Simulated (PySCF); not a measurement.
Ionisation energy of Cr+ by level of theory

Cr+ [Ar] 3d5 (6S) → Cr(2+) [Ar] 3d4 (5D), as a difference of total energies. All numbers are calculated (PySCF 2.14, the spin-free X2C one-electron Hamiltonian (Gaussian nucleus), in cc-pVDZ-DK (6s5p3d1f, 43 functions)). Correlated levels: valence: [Ar] frozen. The calculations carry no spin-orbit coupling.

| method | ionisation energy (eV) |
| --- | --- |
| UHF | 15.065 |
| BP86 | 17.117 |
| M06-L | 16.331 |
| MP2 (valence) | 15.993 |
| SCS-MP2 (valence) | 15.374 |

Question: How much does correlation contribute at MP2 (valence)?

Answer: 15.993 − (15.065) = 0.928 eV, measured against UHF.

The reference lies between the lowest fine-structure levels, while these numbers refer to the centres of the terms.

Errors of the correlated levels include the incompleteness of this basis and the frozen core.

For comparison: 16.486 eV (measured; NIST Atomic Spectra Database, ionization energies).
